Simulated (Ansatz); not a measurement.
Al3Si⁺. Total charge 1; singlet. Geometry PBE0-D4/def2-TZVP, that of the neutral doublet.

```xyz
4

Al    0.820   -0.300    1.122
Al   -0.330    1.933    0.660
Al    0.239   -1.900   -0.783
Si   -0.730    0.267   -0.999
```

The restricted singlet is unstable towards broken spin symmetry in Hartree–Fock (as tested in another run); at PBE-D4/def2-TZVP, r2SCAN-D4/def2-TZVP, PBE0-D4/def2-TZVP this wasn't settled. At PBE-D4/def2-TZVP, r2SCAN-D4/def2-TZVP an occupied level lies above an empty one. At PBE0-D4/def2-TZVP a triplet of charge 1 lies 0.58 eV below the restricted singlet at the same geometry. The structure comes from a short search, and lower isomers may exist.

(1) Estimate the orbital energies around the gap (eV) in Ansatz with PBE-D4/def2-TZVP, r2SCAN-D4/def2-TZVP, PBE0-D4/def2-TZVP.

Results:

(1) 
```json
{"orbital": "HOMO−5", "PBE-D4/def2-TZVP": "-17.53", "r2SCAN-D4/def2-TZVP": "-18.05", "PBE0-D4/def2-TZVP": "-19.17"}
{"orbital": "HOMO−4", "PBE-D4/def2-TZVP": "-13.63", "r2SCAN-D4/def2-TZVP": "-13.93", "PBE0-D4/def2-TZVP": "-14.85"}
{"orbital": "HOMO−3", "PBE-D4/def2-TZVP": "-13.43", "r2SCAN-D4/def2-TZVP": "-13.70", "PBE0-D4/def2-TZVP": "-14.47"}
{"orbital": "HOMO−2", "PBE-D4/def2-TZVP": "-10.32", "r2SCAN-D4/def2-TZVP": "-10.31", "PBE0-D4/def2-TZVP": "-10.88"}
{"orbital": "HOMO−1", "PBE-D4/def2-TZVP": "-9.92", "r2SCAN-D4/def2-TZVP": "-10.12", "PBE0-D4/def2-TZVP": "-10.64"}
{"orbital": "HOMO", "PBE-D4/def2-TZVP": "-9.53", "r2SCAN-D4/def2-TZVP": "-9.69", "PBE0-D4/def2-TZVP": "-10.29"}
{"orbital": "LUMO", "PBE-D4/def2-TZVP": "-9.81", "r2SCAN-D4/def2-TZVP": "-9.88", "PBE0-D4/def2-TZVP": "-9.11"}
{"orbital": "LUMO+1", "PBE-D4/def2-TZVP": "-8.13", "r2SCAN-D4/def2-TZVP": "-8.07", "PBE0-D4/def2-TZVP": "-7.56"}
{"orbital": "LUMO+2", "PBE-D4/def2-TZVP": "-7.07", "r2SCAN-D4/def2-TZVP": "-7.00", "PBE0-D4/def2-TZVP": "-6.39"}
{"orbital": "LUMO+3", "PBE-D4/def2-TZVP": "-7.05", "r2SCAN-D4/def2-TZVP": "-6.95", "PBE0-D4/def2-TZVP": "-6.36"}
{"orbital": "LUMO+4", "PBE-D4/def2-TZVP": "-6.31", "r2SCAN-D4/def2-TZVP": "-6.11", "PBE0-D4/def2-TZVP": "-5.55"}
{"orbital": "LUMO+5", "PBE-D4/def2-TZVP": "-5.01", "r2SCAN-D4/def2-TZVP": "-4.68", "PBE0-D4/def2-TZVP": "-4.18"}
```
